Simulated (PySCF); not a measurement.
**Magnetisability: SMILES C1=C(n2cccc2)CCO1, C8H9NO**

Geometry (Å), atoms numbered from 1 in this order:
```xyz
19

C    -1.467    0.724   -0.910
C    -0.607    0.102   -0.100
N     0.775    0.166   -0.088
C     1.598   -0.536    0.747
C     2.893   -0.208    0.461
C     2.861    0.732   -0.590
C     1.549    0.941   -0.905
C    -1.386   -0.741    0.884
C    -2.833   -0.447    0.453
O    -2.778    0.453   -0.654
H    -1.298    1.401   -1.725
H     1.209   -1.215    1.479
H     3.768   -0.595    0.945
H     3.708    1.197   -1.054
H     1.109    1.580   -1.643
H    -1.194   -0.433    1.914
H    -1.139   -1.800    0.789
H    -3.364   -1.347    0.129
H    -3.414    0.033    1.247
```

Computed with PySCF 2.14.0, GIAO B3LYP/pcSseg-1 magnetisability, rotational g tensor and spin-rotation constants, non-relativistic, gas phase. Geometry: GFN2-xTB.

Task: What are the magnetisability and the molar susceptibility?

Result: Isotropic -1392 × 10⁻³⁰ J/T², or -83.8 × 10⁻⁶ cm³/mol; principal values -1841, -1191, -1145 × 10⁻³⁰ J/T², anisotropy 674 × 10⁻³⁰ J/T² (root of half the summed squared differences of the principal values). The susceptibility is in cgs units.

Task: Split it along the inertial axes a, b, c into diamagnetic and paramagnetic parts about the centre of mass, with the quadrupole moment.

Result: 
| axis | χ (10⁻⁶ cm³/mol) | diamagnetic (10⁻⁶ cm³/mol) | paramagnetic (10⁻⁶ cm³/mol) | summed x² of all electrons (Å²) | quadrupole Θ (D Å) |
| --- | --- | --- | --- | --- | --- |
| a | -69.5 | -411.8 | 342.2 | 341.6 | -3.18 |
| b | -71.2 | -1518.4 | 1447.3 | 80.8 | +8.64 |
| c | -110.8 | -1792.2 | 1681.4 | 16.3 | -5.47 |

Anisotropies 2χaa − χbb − χcc = +43.0 and 2χbb − χaa − χcc = +38.0 × 10⁻⁶ cm³/mol. Θ is traceless in Buckingham's convention.

Task: And the rotational g tensor?

Result: 
```
axis  rotational constant (GHz)        g  nuclear part  electronic part
   a                     4.3102  -0.0672        0.6259          -0.6930
   b                     0.8385  -0.0152        0.5550          -0.5701
   c                     0.7083  +0.0032        0.5626          -0.5595
```
Asymmetric top; isotopes 12C, 1H, 14N, 16O; no vibrational averaging.
